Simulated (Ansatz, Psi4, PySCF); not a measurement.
Molecule: SiHF (charge 0, singlet). SMILES: [SiH]F
Coordinates optimised at B3LYP-D3(BJ)/def2-TZVP (Ansatz, a quantum-chemistry and plane-wave program):
```
Si
F 1 1.6199
H 1 1.5380 2 96.45
```

Property: vertical triplet-singlet gap, E(triplet) - E(singlet), in eV. Terms: 6-311+G** with 5d, 6d on Na to Ar in Ansatz; dispersion terms only where a functional's name holds one; non-relativistic; each state is the SCF solution reached for its charge and spin; no spin-orbit coupling; frozen cores in correlated levels; 6-31G* and kin with 6d, 5d where marked; open shells spin-unrestricted. First-principles rows: single points at B3LYP-D3(BJ) geometries (Ansatz). The Hartree-Fock reference of F[SiH] (SiHF) is unstable towards a lower, spin-broken solution. Levels can end on unlike triplets.

| level | program | vertical triplet-singlet gap, E(triplet) - E(singlet) (eV) |
|---|---|---|
| HF/6-311+G** | Ansatz | 1.18 |
| PBE/6-311+G** | Ansatz | 1.63 |
| B3LYP/STO-3G | Ansatz | 2.44 |
| B3LYP/3-21G | Ansatz | 1.87 |
| B3LYP/6-311+G** | Ansatz | 1.82 |
| M06-2X/6-31G* (5d) | PySCF | 1.85 |
| wB97X-D/6-31G* | Psi4 | 1.90 |
| MP2/6-31G* | Ansatz | 1.73 |
| MP2/6-311+G** | Ansatz | 1.68 |
| PBE0/def2-TZVPD | Ansatz | 1.60 |

No value to compare with is used here. The 9 habitual levels span 1.18 (HF/6-311+G**) to 2.44 eV (B3LYP/STO-3G); PBE0/def2-TZVPD gives 1.60.

The levels are drawn from those run, B3LYP/6-31G* more often than the rest, none by its result; runs whose electronic state is in doubt are left out.
